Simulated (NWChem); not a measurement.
## Correlation energy of GeSe

```
Ge
Se 1 2.1689
```
Charge 0, spin multiplicity 1.

The numbers come from NWChem runs, not from measurements. All single points use one geometry, from PBE/def2-SVP, a minimum by its harmonic frequencies.

Basis set: def2-SVP. Each correlation energy counts from its own Hartree-Fock reference.

The Hamiltonian is non-relativistic. The correlated methods keep 18 core orbitals frozen. The structure started from a generated list of species. Coupled-cluster values serve here as a point of comparison, not as the truth.

### Question
Order these methods by the correlation energy they give, lowest first: MP2, SCS-MP2, CR-CCSD[T], CR-CCSD(T), CCSD, CCSD+T(CCSD).

### Answer
CCSD+T(CCSD) (-455.0 mHa), CR-CCSD[T] (-450.0 mHa), CR-CCSD(T) (-448.2 mHa), MP2 (-437.9 mHa), CCSD (-434.6 mHa), SCS-MP2 (-402.7 mHa)
